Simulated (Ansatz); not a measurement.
**Worked example: GeH3(CH3) + In(CH3)2(NH2) → GeH3(NH2) + In(CH3)3**

Species: GeH3(CH3) (methyl germane), singlet; In(CH3)2(NH2), singlet; GeH3(NH2), singlet; In(CH3)3, singlet. The partners trade CH3 for NH2: Ge–CH3 and In–NH2 bonds give way to Ge–NH2 and In–CH3.

Shapes, held fixed at every level: PBE0-D4/def2-TZVP. Programs: Ansatz 0.2.0. Electronic energies: no zero-point or thermal term.

At CCSD(T)/def2-TZVPP; 1 Eh = 2625.50 kJ/mol:

| species | energy (Eh) |
| --- | --- |
| GeH3(CH3) | -2117.237880 |
| In(CH3)2(NH2) | -325.042736 |
| GeH3(NH2) | -2133.280548 |
| In(CH3)3 | -308.987615 |

Work out ΔE of the reaction at this level.


1. Products less reactants: (-2133.280548) + (-308.987615) − [(-2117.237880) + (-325.042736)] = 0.012453 Eh = +32.7 kJ/mol.

Other levels give +27.0 (HF/def2-SVP) to +34.3 kJ/mol (B2PLYP/def2-TZVPP). No measured value is set beside it here. For atoms past krypton def2 sets carry core potentials with scalar relativity. Relativity is left out for Ge. Outer-core shells of Ge, In are correlated in most correlated rows, in sets that cover them unevenly.
